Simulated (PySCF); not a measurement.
# CsAs⁺: one state, many levels of theory

State: ⁴Σ⁻ (quartet), unpaired electrons σ ↑, π ↑↑. Set-up: basis Cs def2-SVP with ECP46, As def2-SVP; scalar-relativistic core potentials; PySCF 2.14. De refers to Cs⁺ + As in their high-spin ground configurations, without counterpoise correction. The functionals are run spin-unrestricted. A positive dipole points towards As; it is taken about the centre of mass and depends on that origin.

```
      Level  Re (Å)  ωe (cm⁻¹)  De (eV)  μ (D)  CPU s a point (SCF and correlation, without the integrals)
        UHF   4.325       31.0    0.078  -6.49                                                        0.17
    UHF-MP2   4.087       40.3    0.122    n/a                                                        0.34
UHF-SCS-MP2   4.127       38.3    0.112    n/a                                                         n/a
   UHF-CCSD   4.098       39.9    0.120    n/a                                                         n/a
UHF-CCSD(T)   4.086       40.6    0.124    n/a                                                          15
        PBE   4.012       42.0    0.149  -5.55                                                         0.6
     revPBE   4.166       35.3    0.121  -5.91                                                         0.4
     r²SCAN   4.063       39.7    0.115  -5.84                                                        0.87
       PBE0   4.031       40.2    0.125  -5.72                                                         1.1
      B97-3   4.052       42.8    0.108  -5.82                                                        0.51
      HSE06   4.019       41.0    0.129  -5.68                                                        0.87
     B2PLYP   4.077       39.6    0.120  -5.87                                                        0.67
```

The bond length runs from 4.012 Å (PBE) to 4.325 Å (UHF). De spans 0.08 eV (UHF, mean field) to 0.15 eV (PBE, GGA). Correlation at CCSD(T) changes the Hartree–Fock bond energy by +0.04 eV; the triples alone change it by +0.00 eV.

Correlated steps freeze 9 core orbitals. The bond is weak. Basis-set superposition, not corrected here, can be much of De in a small basis, most of all at correlated wavefunction levels. These are scalar-relativistic numbers at best; spin–orbit coupling would shift them, the dissociation energy most. For an ion De counts to the pair picked by the measured ionisation energies or electron affinities, which need not be the lowest pair at this level. B2PLYP dipoles, levels and charges come from its SCF part alone. The state was picked by a PBE0 search and need not be the measured ground state.

The whole job (state search and all levels along the bond) took about 3.8 min on 1 thread of Arm Neoverse V1 (shared host), peak memory 0.74 GiB.
